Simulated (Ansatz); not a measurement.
A barrier at the coupled-cluster level

Start structure (CH$_{8}$Ge, singlet), relaxed at PBE0-D4/def2-TZVP:

Ge1  (-1.142, 0.967, -1.440)
H2  (0.267, 1.402, -1.019)
H3  (-1.233, 0.945, -2.972)
H4  (-2.172, 1.959, -0.883)
H5  (-1.434, -0.435, -0.891)
H6  (1.651, -0.037, 1.190)
C7  (1.143, -0.968, 1.441)
H8  (1.061, -1.588, 0.549)
H9  (0.146, -0.746, 1.821)
H10  (1.712, -1.499, 2.204)
(Å)

The step: GeH₄ + CH₄ → CH₆Ge ([CH3][GeH3]) + H₂; bonds formed: Ge1–C7, H2–H6; bonds broken: Ge1–H2, H6–C7. Ansatz 0.2.0; basis: def2-TZVPP and def2-QZVPP; cores frozen in the correlated methods. Filled d shells of the heavier atoms are correlated. The def2 sets are not built for correlating such inner shells, so the correlated values are less sure here. Extrapolation: Hartree–Fock as exp(−7.88 √X), correlation as X^−2.97. Energies below are by CCSD(T) at an estimated basis limit (MP2 extrapolated from triple and quadruple zeta, plus CCSD(T) − MP2 in triple zeta).

Problem. What are the electronic barrier and the energy of the step, from the start structure to the end structure? (Judge from chemistry; the value comes from the calculation.)

Solution. By the calculation: Barrier 383.9 kJ/mol; step energy 38.3 kJ/mol (uphill); reverse barrier, their difference, 345.6 kJ/mol. Barrier and step energy count from the start structure, the reverse barrier from the end structure.

The saddle point: One imaginary mode of 1871i cm⁻¹.
```csv
pair,start (Å),saddle (Å),end (Å)
Ge1–C7,4.16,2.29,1.95
H2–H6,2.98,1.15,0.75
Ge1–H2,1.53,1.87,3.43
H6–C7,1.09,1.38,3.83
```

Zero-point energy (harmonic, PBE0-D4): ZPE is 196.8 kJ/mol at the start and 188.2 kJ/mol at the saddle, so the barrier goes from 383.9 to 375.3 kJ/mol.

The T1 diagnostic stays at or below 0.012. The start structure is not quite a true minimum (one mode of 35i cm⁻¹). The end structure is not quite a true minimum (one mode of 27i cm⁻¹).

Labels in which every atom is bracketed show which atoms are joined, not bond orders.

For scale, one of the runs: CCSD(T)/def2-TZVPP, 191 basis functions, launched by `ansatz run in.yaml --threads 2 --pin off --events-out ev --progress --plain --max-ram 4352MiB`. Time: 63 s of wall clock on 2 CPU threads of an Arm Neoverse V1; the host was shared. Peak host memory: 2.1 GiB.
